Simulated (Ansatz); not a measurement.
Reactions of `BBCC`.

Computed with Ansatz on PBE0-D4/def2-TZVP structures; ΔE is electronic, products minus reactants. CCSD(T)/CBS adds triple-zeta CCSD(T) − MP2 to the extrapolated MP2 energy (def2 sets, frozen cores). This one scheme is used for every species, atoms too. Open shells (•) are unrestricted, without spin–orbit coupling. Spin–orbit coupling would lower the free atoms: a little for B, C. def2 core potentials past Kr. For W outer-core shells are correlated without core-valence functions, so the limit isn't a true one: a few kJ/mol of doubt a bond, and 10 to 20 or more in all where bonds break to atoms. Each species was taken in one conformer, which may not be the lowest.

Task: Order these by ΔE at CCSD(T)/CBS, lowest first. (Estimate.)
A. `BBCC` + `N[SiH3]` → `CCBN[SiH3]` + BH₃
B. `BBCC` + `F[SiH3]` → `BB[SiH2]F` + ethane
C. `BBCC` + HCl → `BBCl` + ethane
D. `BBCC` + `[NH2][W](=[O])([OH])=[S]` → `C[O][W]([NH2])(=[O])=[S]` + `BBC`
E. `BBCC` → `BB` + ethylene
F. `BBCC` → 2 B• + 2 C• + 8 H•
G. `BBCC` + CH₃SH → `CCBSC` + BH₃
H. `BBCC` → `BCCB`

Result: A (-140.0 kJ/mol), G (-106.2 kJ/mol), C (-93.4 kJ/mol), H (-20.6 kJ/mol), B (+0.4 kJ/mol), D (+34.5 kJ/mol), E (+142.7 kJ/mol), F (+4375.1 kJ/mol).

Largest T1 diagnostic: 0.022, for `[NH2][W](=[O])([OH])=[S]`.
